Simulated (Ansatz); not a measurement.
# Strength of the Sn–H bond: SnH(CH3)(NH2) → Sn(CH3)(NH2) + H

Species: SnH(CH3)(NH2), doublet; Sn(CH3)(NH2), singlet; H atom, doublet. 

Shapes, held fixed at every level: PBE0-D4/def2-TZVP. Flexible molecules stand in one conformer, not always the lowest. Programs: Ansatz 0.2.0. The zero-point and thermal change to 298 K, harmonic and unscaled (PBE0-D4/def2-TZVP), is -13.4 kJ/mol.

Task: Estimate ΔH(298 K) of this reaction.

Result: The highest level, CCSD(T)/def2-TZVPP, gives ΔH(298 K) = +146.1 kJ/mol; the levels span +126.1 to +164.4. A fragment pairs its electrons up again, so this isn't a typical strength of such a bond. The column of differences is taken from that level and isn't an error. No measured value is set beside it here. Open shells run unrestricted unless RO is named. For atoms past krypton def2 sets carry core potentials with scalar relativity. Correlated rows may include outer-core shells of Sn, which these sets cover unevenly. Times are processor times on shared x86 and Arm servers, and rough.

| level | kind | ΔH(298 K) (kJ/mol) | less CCSD(T)/def2-TZVPP | CPU time (sum over the molecules) |
| --- | --- | --- | --- | --- |
| SPW92/def2-TZVPP | LDA | +164.4 | +18.3 | 7.6 s |
| r2SCAN-D4/def2-TZVPP | meta-GGA | +155.1 | +9.0 | 23 s |
| B3LYP-D4/def2-TZVPP | global hybrid | +142.6 | -3.5 | 18 s |
| MP2/def2-TZVPP | perturbation theory | +126.1 | -20.0 | – |
| CCSD(T)/def2-SVP | coupled cluster or CI | +136.9 | -9.2 | 34 s |
| CCSD/def2-TZVPP | coupled cluster or CI | +148.1 | +2.0 | – |
| CCSD(T)/def2-TZVPP | coupled cluster or CI | +146.1 | 0.0 | 15 min |
